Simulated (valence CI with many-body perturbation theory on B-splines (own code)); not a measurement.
## From CI to CI+MBPT in W⁶⁷⁺

Calculated by valence CI with perturbative core correlation (CI+MBPT): five valence electrons over a frozen Dirac-Fock core [He], a basis of 9 s, 9 p, 8 d, 6 f, 3 g, 1 h functions for each j, with the one-electron correlation potential Σ1, the two-electron term Σ2, the three-electron term Σ3, Breit, model QED; selected CI, second order for the rest (own B-spline code, finite nucleus).

No measured spectrum was set against this ion. As an estimate, large intervals hold to a few tenths of a per cent, small ones and those within an open d or f shell to about a per cent. Among the levels kept, up to 1200 cm⁻¹ of a level comes from second order outside the variational space, and about a tenth of that is noise between levels of different J, which matters for small intervals.

Each rung adds one term. CI alone is the Dirac-Coulomb CI over the frozen core; QED comes last and gives the full result, which names the levels. Energies are above (2s^2 2p1/2^2 2p3/2) J=3/2 on the same rung, in eV.

Levels are named by their leading jj configuration (3d3/2^4 stands for four electrons in 3d with j = 3/2), which in mixed levels can hold well under half, so a name can repeat and another be missing. Letters in brackets count levels of one name in rising energy.

```tsv
Level	CI alone	+ Σ1	+ Σ2	+ Σ3	+ Breit	Full
(2s^2 2p1/2 2p3/2^2) J=3/2	1404.2	1404.4	1404.4	1404.3	1385.8	1387.7
(2s^2 2p1/2 2p3/2^2) J=5/2	1437.3	1437.6	1437.6	1437.5	1408.9	1410.8
(2s^2 2p1/2 2p3/2^2) J=1/2	1477.2	1477.4	1477.6	1477.5	1461.6	1463.5
(2s 2p1/2^2 2p3/2^2) J=5/2	1758.6	1758.5	1758.2	1758.1	1750.3	1734.1
(2s 2p1/2^2 2p3/2^2) J=1/2	1854.6	1854.5	1854.2	1854.0	1856.6	1840.3
(2s 2p1/2^2 2p3/2^2) J=3/2	1862.8	1862.7	1862.2	1861.9	1857.8	1841.6
(2s^2 2p3/2^3) J=3/2	2887.7	2888.2	2888.2	2888.1	2850.7	2854.2
(2s 2p1/2 2p3/2^3) J=3/2 [a]	3184.8	3184.9	3184.7	3184.5	3164.0	3149.6
(2s 2p1/2 2p3/2^3) J=5/2	3236.5	3236.6	3236.3	3236.1	3205.2	3190.8
(2s 2p1/2 2p3/2^3) J=1/2	3291.3	3291.4	3291.0	3290.7	3270.5	3256.1
(2s 2p1/2 2p3/2^3) J=3/2 [b]	3305.2	3305.3	3304.9	3304.6	3278.7	3264.2
(2p1/2^2 2p3/2^3) J=3/2	3685.7	3685.5	3684.7	3684.3	3678.7	3646.5
(2s 2p3/2^4) J=1/2	4712.8	4713.1	4712.9	4712.7	4675.0	4662.3
(2p1/2 2p3/2^4) J=1/2	5120.5	5120.5	5119.8	5119.4	5095.0	5064.3
(2s^2 2p1/2^2 3s) J=1/2	8813.7	8814.0	8814.1	8813.9	8805.1	8808.1
(2s^2 2p1/2^2 3p1/2) J=1/2	8918.9	8919.1	8919.2	8919.0	8915.5	8913.3
(2s^2 2p1/2^2 3p3/2) J=3/2	9349.9	9350.1	9350.1	9350.0	9340.2	9338.5
(2s^2 2p1/2^2 3d3/2) J=3/2	9441.5	9441.8	9441.9	9441.7	9431.5	9429.1
(2s^2 2p1/2^2 3d5/2) J=5/2	9563.0	9563.3	9563.4	9563.3	9549.6	9547.5
```

(1) How does the ionisation energy move along the ladder, and which term matters most?

## Answers

(1) CI alone 16651, + Σ1 16652, + Σ2 16652, + Σ3 16652, + Breit 16638, + QED 16635 eV. The largest step is Breit, -14 eV. NIST lists 16588 ± 11 eV (semi-empirical).
